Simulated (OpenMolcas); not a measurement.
Tc4+ (d3) among equal point charges was computed by CASSCF with the d shell active (OpenMolcas, ANO-RCC-VDZP on the metal). Its lowest spin-free states, and all those of the highest spin:

```csv
2S+1,Degeneracy,E (cm-1)
4,1,0.0
4,2,3605
4,1,5920
4,1,7203
4,2,7954
2,2,15911
2,2,16827
4,2,17544
2,1,17842
2,1,18642
2,1,19149
2,2,20288
4,1,24149
```

Q: Is the site octahedral, tetrahedral or cube-like, axial, or of lower symmetry?

A: The states with 2S+1 = 4 have orbital degeneracies 1, 2, 1, 1, 2, 2, 1. There are pairs but no triples, so the site is axial: not cubic, but with a proper or improper axis of order three or more. The run had Tc4+ among 6 point charges of -1 e arranged as a trigonal antiprism (D3d), 2.05 Å from the ion, with a polar angle of 47.1° against the regular 54.74°.

Without dynamic correlation the repulsion within the d shell is too large (B by tens of per cent), so at a given field states of lower spin stand too high. Point charges carry no covalency, so the field is a model and not that of real ligands. No measured value stands beside these numbers.
